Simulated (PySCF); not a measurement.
CHCl₂F₃Si, SMILES [SiH](C(F)(F)F)(Cl)Cl. Heavy atoms are numbered as in [SiH:1]([Cl:2])([Cl:3])[C:4]([F:5])([F:6])[F:7]. Hydrogens are named by the atom that carries them.

The structure is a stationary point at ωB97X-D3(BJ)/def2-SVP.

Level of theory: PBE0/pcSseg-1 run with PySCF.

GIAO shieldings, no solvent; atoms alike by connectivity are averaged. δ = σ(ref) − σ: ²⁹Si against TMS (σ = 352.7 ppm); ³⁵Cl against HCl (σ = 945.9 ppm); ¹³C against TMS (σ = 186.3 ppm); ¹⁹F against CFCl3 (σ = 167.2 ppm); ¹H against TMS (σ = 31.56 ppm), references at their B3LYP-D3(BJ)/def2-TZVP geometries, non-relativistic (without spin–orbit terms, shifts of atoms bonded to Cl or Br come out too high).

| nucleus | atoms | count | δ (ppm) |
|---|---|---|---|
| ²⁹Si | Si1 (SiH) | 1 | 2.4 |
| ³⁵Cl | Cl2 | 2 | 46.4 |
| ¹³C | C4 | 1 | 133.6 |
| ¹⁹F | F5 | 3 | -86.3 |
| ¹H | H on Si1 | 1 | 5.74 |
